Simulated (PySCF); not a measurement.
An excited-state job on `C/C=C(\C)B(N)P`.

Method: TDDFT B3LYP/def2-SVPD, vertical, gas phase, core orbitals frozen in the response (PySCF 2.14.0, density-fitted response routines). Geometry: GFN2-xTB. The command runs a driver script over a list of jobs; the input below is this job's line of settings and its coordinates in Å.

Command:
```bash
OMP_NUM_THREADS=1 python probes_run.py task.json out
```

Input:
```
{"job": {"kind": "uv", "xc": "B3LYP", "basis": "def2-SVPD", "nstates": 8, "ntriplets": 3}, "charge": 0, "multiplicity": 1}
C     -2.488146     0.590529     0.433062
C     -1.009752     0.585805     0.659537
C     -0.136292    -0.153707    -0.032966
C     -0.637725    -1.054771    -1.132099
B      1.401189    -0.092433     0.243653
N      1.887657     0.164827     1.515239
P      2.663206    -0.480259    -1.157024
H     -2.897977    -0.410481     0.572822
H     -2.719457     0.892911    -0.589277
H     -2.989158     1.270422     1.116842
H     -0.648365     1.248976     1.434345
H     -1.262140    -1.846931    -0.718457
H     -1.242504    -0.498737    -1.848804
H      0.195016    -1.515809    -1.661628
H      2.867131     0.200953     1.745897
H      1.292236     0.299678     2.315680
H      3.611708     0.461671    -0.789917
H      2.104613     0.343674    -2.118564
```

Output:
```
coarse grid: 14936 points
cycle   1  E = -579.6428772661  dE =  5.677e-01  |g| = 5.382e-01  |ddm| = 7.773e+00
cycle   2  E = -579.5931508310  dE =  4.973e-02  |g| = 6.994e-01  |ddm| = 2.336e+00
cycle   3  E = -579.7197795167  dE = -1.266e-01  |g| = 9.652e-02  |ddm| = 1.309e+00
cycle   4  E = -579.7218472758  dE = -2.068e-03  |g| = 4.409e-02  |ddm| = 2.377e-01
cycle   5  E = -579.7223068951  dE = -4.596e-04  |g| = 1.406e-02  |ddm| = 9.379e-02
cycle   6  E = -579.7223578330  dE = -5.094e-05  |g| = 4.397e-03  |ddm| = 3.056e-02
cycle   7  E = -579.7223625032  dE = -4.670e-06  |g| = 8.751e-04  |ddm| = 9.514e-03
final grid: 138056 points
cycle   8  E = -579.8016017518  dE = -5.384e-05  |g| = 6.447e-03  |ddm| = 2.535e-01
cycle   9  E = -579.8015954023  dE =  6.349e-06  |g| = 8.220e-03  |ddm| = 2.815e-02
cycle  10  E = -579.8016123789  dE = -1.698e-05  |g| = 6.533e-04  |ddm| = 1.290e-02
cycle  11  E = -579.8016124704  dE = -9.151e-08  |g| = 2.590e-04  |ddm| = 1.536e-03
cycle  12  E = -579.8016124857  dE = -1.535e-08  |g| = 6.021e-05  |ddm| = 5.231e-04
cycle  13  E = -579.8016124866  dE = -9.363e-10  |g| = 1.724e-05  |ddm| = 1.868e-04
converged SCF energy = -579.8016124866

Static polarisability (au): isotropic 101.492, principal 75.638 98.887 129.950

Singlet excitations
state   eV       nm        f      main configurations
  1   5.0504    245.5   0.15947   H->L 0.77, H-1->L 0.19
  2   5.5607    223.0   0.14445   H-1->L 0.75, H->L 0.17
  3   5.6643    218.9   0.04985   H->L+1 0.95
  4   5.9296    209.1   0.00250   H-1->L+1 0.95
  5   6.3181    196.2   0.00388   H->L+2 0.72, H-2->L 0.14
  6   6.3588    195.0   0.02794   H-2->L 0.72, H->L+2 0.15, H-3->L 0.08
  7   6.5594    189.0   0.01942   H->L+3 0.42, H-1->L+2 0.34, H->L+4 0.15
  8   6.7802    182.9   0.00371   H-1->L+2 0.56, H->L+3 0.28

Triplet excitations (Tamm-Dancoff, eV): 3.6792 4.5719 5.4893
```

The SCF starts on a coarse grid where the log names one; the energy can jump when the final grid takes over, and dE then counts from the start density on the new grid. H and L stand for HOMO and LUMO; the number after each pair is its weight.

Task: How does the lowest singlet excitation compare with the HOMO–LUMO gap?

Result: HOMO -6.49 eV and LUMO -0.80 eV give a gap of 5.69 eV; S1 at 5.05 eV lies 0.64 eV below it.

Task: Give S1 in cm⁻¹ and kJ/mol.

Result: 5.0504 eV × 8065.54 = 40734 cm⁻¹; × 96.485 = 487.3 kJ/mol.

Main results: HOMO -6.49 eV, LUMO -0.80 eV; lowest singlet 5.05 eV; lowest triplet 3.68 eV (Tamm–Dancoff); mean polarisability 101.5 au.

Task: Estimate the wall time. Hardware: Arm Neoverse N1, one thread, no GPU, on a shared host. And the peak memory of the process?

Result: About 88 s (density and orbital grids were written too), with 0.88 GiB resident at the peak, the Python interpreter and its libraries included.

One conformer stands for the species.
Labels such as C1 count atoms from 1, the log's own numbers from 0.
